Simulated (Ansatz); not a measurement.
C₂H₆AuS, charge +1, singlet, geometry from GFN2-xTB (such geometries of metal compounds can be far from the true shape) (the multiplicity is a formal guess) (core potentials on Au). Base run: PBE0/def2-SV(P) (Ansatz, a program for electronic structure).

Geometry (Å):
```xyz
10

Au     0.1534    -0.6106    -0.4970
C     -1.3099     2.2210     0.3557
S     -0.5761     0.7988     1.2198
C      0.9450     1.5778     1.8419
H     -0.6065     2.6687    -0.3375
H     -1.6009     2.9414     1.1171
H     -2.1962     1.8781    -0.1688
H      1.4917     2.0702     1.0454
H      1.5552     0.8080     2.3038
H      0.6470     2.3002     2.5987
```
Charge +1, spin multiplicity 1.
All else is at Ansatz's defaults.
Base energy -613.04975 Eh.

Variants of this job, named by their change:

| change | ΔE vs base (mEh) |
|---|---|
| base | 0.000 |
| point_charge = charge:1.0 position_ang:-2.4395, 5.9616, 3.9372 | 79.855 |
| accuracy = high | 0.004 |
| lower_state_search = full | 0.000 |
| point_charge = charge:-1.0 position_ang:4.4262, -1.7548, 0.9342 | -104.1 |
| lower_state_search = off | 0.000 |
| point_charge = charge:0.5 position_ang:-4.0576, -0.4348, 4.5471 | 41.168 |
| final_grid = 4, 8, 17 | 0.168 |
| nuclear_model = gaussian | 0.307 |
| final_grid = 10, 20, 41 | 0.000 |
| lower_state_search = light | 0.000 |
